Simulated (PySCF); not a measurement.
Molecule (SMILES): Cl[C]Cl (closed-shell singlet).
Geometry (B3LYP-D3(BJ)/def2-TZVP, fixed):
```
C
Cl 1 1.7242
Cl 1 1.7242 2 109.61
```
Charge 0, spin multiplicity 1.

How fast the mean static polarisability converges with the basis for several methods (PySCF): deviation from each method's own reference, in %. References: HF 40.84 bohr³, the value in aug-pcseg-3; PBE 46.29 bohr³, the value in aug-pcseg-3; PBE0 44.17 bohr³, the value in aug-pcseg-3. All functions are spherical. Density fitting with generated auxiliary sets. No added dispersion term, no relativity. 

| basis | functions | HF | PBE | PBE0 |
|---|---|---|---|---|
| 6-31G | 35 | [?] | -38.4 | -37.1 |
| 6-31G** | 50 | [?] | -33.1 | -31.6 |
| cc-pV(D+d)Z | 60 | [?] | -32.8 | -31.2 |
| def2-SVPD | 74 | [?] | -3.3 | -3.0 |
| cc-pV(T+d)Z | 108 | [?] | -19.6 | -18.0 |
| def2-TZVPP | 115 | [?] | -17.3 | -15.8 |
| cc-pV(Q+d)Z | 183 | [?] | -10.6 | -9.2 |
| aug-cc-pV(Q+d)Z | 258 | [?] | -0.2 | -0.1 |

### Question
Complete the blanks.

### Answer

- 6-31G, HF: -36.9
- 6-31G**, HF: -31.4
- cc-pV(D+d)Z, HF: -30.6
- def2-SVPD, HF: -3.1
- cc-pV(T+d)Z, HF: -17.2
- def2-TZVPP, HF: -15.0
- cc-pV(Q+d)Z, HF: -8.3
- aug-cc-pV(Q+d)Z, HF: 0.0

Mean absolute deviation over cc-pV(T+d)Z, def2-TZVPP: HF 16.1, PBE0 16.9, PBE 18.4 %.
